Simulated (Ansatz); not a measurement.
[TcH9]2- (TcH9²⁻). Charge -2, multiplicity 1. Geometry PBE-D4/def2-TZVPD, basis def2-TZVPD, Ansatz.

```xyz
10

Tc    0.000    0.000    0.000
H     0.038   -0.321   -1.635
H    -0.439    1.519    0.531
H     0.396   -1.179    1.109
H     1.468   -0.755   -0.428
H    -0.830   -1.449   -0.344
H     0.875    1.203   -0.831
H    -1.447    0.502   -0.747
H     1.130    0.590    1.131
H    -1.190   -0.110    1.215
```

```tsv
run	HOMO (eV)	LUMO (eV)
A	2.46	8.07
B	3.36	8.27
C	2.86	7.78
D	1.45	8.40
E	3.20	7.56
F	-0.18	9.16
```

In the def2 sets Tc takes a core potential; there is no spin–orbit coupling. LC-ωPBE has ω = 0.4 bohr⁻¹. HSE06 is defined as in plane-wave codes, on full-range PBE exchange. A multiply charged anion in the gas phase is held together partly by the finite basis.

Task: The runs used B97M-V, BHLYP, HSE06, LC-ωPBE, PBE0, r2SCAN. Estimate which is which.

Result: A PBE0 (25 % exact exchange); B r2SCAN (0 % exact exchange); C HSE06 (range-separated); D BHLYP (50 % exact exchange); E B97M-V (0 % exact exchange); F LC-ωPBE (range-separated). Exact exchange lowers occupied and raises empty levels; among semilocal functionals meta-GGAs tend to open the gap a little, and such runs are hard to tell apart. The gap grows from 4.37 eV (B97M-V) to 9.34 eV (LC-ωPBE). At PBE0-D4/def2-TZVPD, r2SCAN-D4/def2-TZVPD, HSE06-D4/def2-TZVPD, BHLYP-D4/def2-TZVPD and others the highest occupied level of the charge -2 singlet lies above zero (up to 3.36 eV). The electron is either unbound and held by the finite basis, or the level is raised by self-interaction error.
